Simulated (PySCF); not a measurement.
# Successive ionisation energies of cobalt

Calculated with PySCF 2.14, two-component X2C-1e (Gaussian nucleus, no Breit or QED terms), each ion in its own even-tempered basis; GMP2 freezes the deep shells of the larger ions and drops the highest virtual spinors; eV.

| ion | configuration | GHF (screened spin-orbit) | NIST | kind |
| --- | --- | --- | --- | --- |
| Co⁴⁺ | [Ar] 3d5 | 78.537 | 79.5 ± 0.2 | semi-empirical |
| Co⁵⁺ | [Ar] 3d4 | 101.68 | 102 ± 0.2 | semi-empirical |
| Co⁶⁺ | [Ar] 3d3 | 125.11 | 128.9 ± 0.5 | semi-empirical |
| Co⁷⁺ | [Ar] 3d2 | 156.80 | 157.8 ± 0.6 | semi-empirical |
| Co⁸⁺ | [Ar] 3d1 | 185.37 | 186.14 ± 0.25 | measured |
| Co⁹⁺ | [Ar] | 273.82 | 275.4 ± 0.4 | semi-empirical |
| Co¹⁰⁺ | [Ne] 3s2 3p5 | 303.51 | 305.32 ± 0.23 | semi-empirical |
| Co¹¹⁺ | [Ne] 3s2 3p4 | 334.72 | 336.1 ± 0.4 | semi-empirical |
| Co¹²⁺ | [Ne] 3s2 3p3 | 374.66 | 378.5 ± 0.7 | semi-empirical |
| Co¹³⁺ | [Ne] 3s2 3p2 | 407.20 | 410 ± 1 | semi-empirical |
| Co¹⁴⁺ | [Ne] 3s2 3p1 | 442.81 | 441.1 ± 1.4 | semi-empirical |
| Co¹⁵⁺ | [Ne] 3s2 | 508.34 | 511.96 ± 0.06 | semi-empirical |

(1) Where is the largest relative jump?

Answers

(1) From Co⁸⁺ to Co⁹⁺: 185.37 to 273.82 eV, where the electron removed from [Ar] comes from a deeper shell or subshell.
